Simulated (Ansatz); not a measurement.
Job for Ansatz (a first-principles code): R-CAM-B3LYP/def2-TZVPP on CH6BN (SMILES BNC).

Ansatz 0.2 input:
```yaml
crystal:
  periodic: [false, false, false]
  atoms:
    - {symbol: B, position_ang: [-1.38988708, 0.15763224, -0.20678556]}
    - {symbol: N, position_ang: [-0.11461189, 0.44900183, 0.24816182]}
    - {symbol: C, position_ang: [1.09252021, -0.33270417, 0.03541178]}
    - {symbol: H, position_ang: [-2.28025355, 0.90724825, 0.05556068]}
    - {symbol: H, position_ang: [-1.56376461, -0.83470878, -0.84798355]}
    - {symbol: H, position_ang: [0.03549468, 1.28679976, 0.79051731]}
    - {symbol: H, position_ang: [1.84980462, 0.24229252, -0.50410955]}
    - {symbol: H, position_ang: [0.84443658, -1.21338357, -0.55407535]}
    - {symbol: H, position_ang: [1.52626105, -0.66217809, 0.98330242]}
basis:
  gaussian:
    orbitals: def2-TZVPP
hamiltonian:
  xc: {name: CAM-B3LYP}
scf: {lower_state_search: off}
```

The log:

```
WARN ansatz: RAYON_NUM_THREADS=1 ignored (pool sized by the plan → 1); use --threads N
Functional definition: CAM-B3LYP
these checks for a lower state are left out or cut short: stability, starts, cluster_reference, orbital_swaps, neighbouring_geometries, increment
integrals: 0.07 GiB planned
858 factors; their error is unknown
integrals: 0.10 GiB planned
255 factors; integrals over basis functions are off by at most 1.6e-5 eV
mean field: 0.77 GiB planned
mean field evaluation 1: about -3296.2283 eV, gradient 5.0e1 eV
mean field evaluation 2: about -3294.7428 eV, gradient 5.7e1 eV
mean field evaluation 4: about -3301.3756 eV, gradient 1.8e0 eV
mean field evaluation 8: about -3301.3772 eV, gradient 4.2e-2 eV
mean field evaluation 16: about -3301.3772 eV, gradient 1.8e-6 eV
mean field -3301.37722092 eV, -121.3233751149 hartree, gradient 1.8e-6 eV, S^2 0.000000; 0 other end points of the search recorded, 0 dependent functions left out
reference -3301.37734438 eV, -121.3233796520 hartree; 12, 12 occupied and 165, 165 virtual orbitals, 858 factors
Total energy: -3301.37734438 eV, -121.3233796520 hartree
Checks for a lower state left out: stability, starts, cluster_reference, orbital_swaps, neighbouring_geometries, increment
```

Self-consistency was reached.

Cost: very roughly 1.7 core-seconds.
